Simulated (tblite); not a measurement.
C11H8O2.
SMILES: `O=C1C=CC2(C=C1)C=CC(=O)C=C2`

Computed values, GFN2-xTB/tblite, gas phase, harmonic and unscaled. Errors from tens to a few hundred cm⁻¹ against measured bands are possible.

Harmonic wavenumbers (cm⁻¹): 25.4, 25.4, 156.1, 156.4, 156.5, 261.6, 323.1, 382.3, 382.4, 434.2, 447.7, 447.7, 499.0, 571.8, 571.8, 654.0, 654.0, 688.8, 764.2, 783.5, 792.0, 809.5, 850.1, 850.3, 909.4, 915.3, 936.6, 937.4, 937.6, 937.8, 1042.7, 1061.8, 1061.9, 1177.8, 1182.6, 1197.3, 1197.3, 1232.9, 1233.0, 1325.7, 1326.3, 1326.4, 1336.4, 1651.8, 1651.9, 1661.2, 1689.6, 1699.9, 1704.7, 3059.9, 3060.6, 3061.4, 3062.7, 3084.4, 3084.8, 3086.0, 3086.3.

A = 2710, B = 438.6, C = 438.6 MHz; mass 172.052 u (most abundant isotopes); point group D2d, symmetry number 4.

Question: What is the zero-point energy?

Answer: ½Σν̃ = 33805 cm⁻¹ = 404.39 kJ/mol.

Question: Give the ideal-gas entropy at 350 K and 1 bar in the rigid-rotor, harmonic-oscillator model (classical rotation).

Answer: Translation 176.39, rotation 119.34, vibration 163.66: S = 459.4 J/(mol K).

Question: And Cp and H(350 K) − H(0)?

Answer: Cp = 211.73 J/(mol K), of which vibrations give 178.47 (their classical limit is 57 R = 473.9); H(350 K) − H(0) = 41.04 kJ/mol without the zero-point energy, 29.40 from vibrations.

Question: What must be added to the electronic energy to get the Gibbs energy at 350 K and 1 bar?

Answer: ZPE + [H(350 K) − H(0)] − T·S = 404.39 + 41.04 − 160.79 = 284.64 kJ/mol.

Question: How do the functions run with temperature in this model?

Answer: 
```tsv
T (K)	S (J/(mol K))	Cp (J/(mol K))	H − H(0) (kJ/mol)	G − H(0) (kJ/mol)	ln q(vib)
50	254.8	55.3	2.29	-10.45	1.35
100	299.2	75.6	5.55	-24.37	2.75
298.15	427.8	183.3	30.79	-96.75	8.10
373.15	473.3	223.7	46.08	-130.55	10.25
500	547.0	280.1	78.20	-195.32	13.99
750	675.9	353.6	158.25	-348.65	21.29
1000	784.1	397.8	252.60	-531.53	28.16
```

q(vib) and H(0) count from the zero-point level.

Question: Blend soft modes into free rotors: weight 1/[1 + (100 cm⁻¹/ν̃)⁴] for the oscillator and the rest for a rotor with moment μB/(μ + B), μ = h/(8π²ν), B = 10⁻⁴⁴ kg m². What vibrational entropy results?

Answer: 145.62 J/(mol K) in place of 163.66, which changes −T·S at 350 K by +6.32 kJ/mol.

Hindered rotation and anharmonicity are outside this model.
